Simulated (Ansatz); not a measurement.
BFH4OSi, SMILES `FBO[SiH3]` at its PBE0-D4/def2-TZVP geometry, where that method's forces vanish. The species carries charge 0 and has multiplicity 1.

```csv
atom,x (Å),y (Å),z (Å)
F1,-1.6762,-0.8732,-1.9848
B2,-0.9905,-0.8275,-0.8534
O3,-0.2155,0.2434,-0.6219
Si4,0.7779,0.6958,0.6224
H5,-1.0910,-1.7413,-0.0850
H6,0.2742,1.9777,1.1671
H7,0.7780,-0.3471,1.6795
H8,2.1431,0.8723,0.0761
```

Problem. For each bond, give half the difference of the two atoms' forces along it (eV/Å; positive pushes the atoms apart) under PBE-D4, r2SCAN-D4, B3LYP-D4, ωB97M-V in def2-TZVPP. (Estimate.)

Solution. The calculation gave: 
| bond | length (Å) | PBE-D4 | r2SCAN-D4 | B3LYP-D4 | ωB97M-V |
| --- | --- | --- | --- | --- | --- |
| F1–B2 | 1.324 | 0.43 | 0.11 | 0.18 | 0.20 |
| B2–O3 | 1.342 | 0.19 | 0.15 | 0.04 | 0.12 |
| B2–H5 | 1.198 | -0.13 | -0.13 | -0.17 | -0.23 |
| O3–Si4 | 1.655 | 0.23 | -0.01 | 0.13 | 0.12 |
| Si4–H6 | 1.481 | 0.03 | -0.03 | -0.10 | -0.14 |
| Si4–H7 | 1.485 | 0.01 | -0.03 | -0.07 | -0.12 |
| Si4–H8 | 1.481 | 0.03 | -0.03 | -0.10 | -0.14 |

B3LYP here is the variant with VWN-RPA as its local correlation; programs differ in this.

Program: Ansatz 0.2.0.
